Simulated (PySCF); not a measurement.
A structure optimised at PBE0-D3(BJ)/def2-SVP, used in a PySCF frequency run:

```xyz
16

C     -1.3508     1.4391     0.0000
C     -0.8265     0.0079     0.0000
C     -1.2949    -0.7302    -1.2527
C     -1.2949    -0.7302     1.2527
As     1.1801    -0.0547     0.0000
H     -2.4559     1.4392     0.0000
H     -1.0170     1.9944     0.8898
H     -1.0170     1.9944    -0.8898
H     -0.9215    -1.7660    -1.2815
H     -2.3977    -0.7723    -1.2774
H     -0.9628    -0.2233    -2.1727
H     -0.9215    -1.7660     1.2815
H     -0.9628    -0.2233     2.1727
H     -2.3977    -0.7723     1.2774
H      1.3576     0.9905     1.0997
H      1.3576     0.9905    -1.0997
```
Charge 0, spin multiplicity 1.

**Question.** Write its SMILES, formula and point group.

**Answer.** CC(C)(C)[AsH2], C4H11As, Cs

**Question.** What are its rotational constants (standard atomic weights)?

**Answer.** 4.3818, 1.9732, 1.9705 GHz
